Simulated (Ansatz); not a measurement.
Job for Ansatz (an electronic-structure program): U-wB97X-V/cc-pVTZ on H3NSe (SMILES N[SeH]), a point of a bond scan (R = 1.518 Å).

Ansatz 0.2 input:
```yaml
crystal:
  periodic: [false, false, false]
  atoms:
    - {symbol: Se, position_ang: [-0.04297444, 0.31558987, 0.23261758]}
    - {symbol: H, position_ang: [-1.26689466, 0.77294197, -0.47788287]}
    - {symbol: N, position_ang: [0.36656617, -1.22733427, -0.72479358]}
    - {symbol: H, position_ang: [0.63853632, -0.90237169, -2.18227062]}
    - {symbol: H, position_ang: [-0.38581730, -1.90096526, -0.66111496]}
basis:
  gaussian:
    orbitals: cc-pVTZ
hamiltonian:
  xc: {name: wB97X-V}
magnetization: {spin_polarized: true, initial_magnetization: 0}
```

Output:

```
WARN ansatz: RAYON_NUM_THREADS=1 ignored (pool sized by the plan → 1); use --threads N
Functional definition: wB97X-V
integrals: 0.05 GiB planned
766 factors; their error is unknown
integrals: 0.08 GiB planned
142 factors; integrals over basis functions are off by at most 3.1e-5 eV
mean field: 0.67 GiB planned
mean field evaluation 1: about -66878.1577 eV, gradient 2.4e1 eV
mean field evaluation 2: about -66877.2657 eV, gradient 2.9e1 eV
mean field evaluation 4: about -66880.7039 eV, gradient 4.5e-1 eV
mean field evaluation 8: about -66880.9345 eV, gradient 2.1e-1 eV
mean field evaluation 16: about -66880.9346 eV, gradient 1.3e-4 eV
mean field -66880.93460573 eV, -2457.8290132349 hartree, gradient 9.6e-6 eV, S^2 0.000000; 0 other end points of the search recorded, 0 dependent functions left out
reference -66880.93460424 eV, -2457.8290131801 hartree; 22, 22 occupied and 93, 93 virtual orbitals, 766 factors
Total energy: -66880.93460424 eV, -2457.8290131801 hartree
```

The run converged.

Cost: very roughly 7 core-seconds.
